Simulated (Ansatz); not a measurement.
`CB(N)C[SiH3]` + `BN[SiH2]OC` → `BNB(C)N` + `CO[SiH2]C[SiH3]`  (redistribution)

Isolated molecules relaxed with PBE0-D4/def2-TZVP in Ansatz; ΔE leaves out vibrations. CBS: MP2 limit from def2 TZ/QZ plus the TZ coupled-cluster correction, frozen cores. Functionals use def2-TZVPP. One conformer a species, not always the lowest.

Is it downhill or uphill in electronic energy at CCSD(T)/CBS, and by how much? (Best estimate.)

The calculation gave: Downhill: ΔE = -18.3 kJ/mol.

What do these levels give: B2PLYP, PBE, HF/def2-TZVPP, SCS-MP2/def2-TZVPP, SCS-MP2/def2-QZVPP, CCSD/CBS(def2)? (Estimate.)

The calculation gave: B2PLYP -18.7, PBE -21.8, HF/def2-TZVPP -19.3, SCS-MP2/def2-TZVPP -16.3, SCS-MP2/def2-QZVPP -16.6, CCSD/CBS(def2) -18.4 kJ/mol.

Largest T1 diagnostic among the species: 0.012.
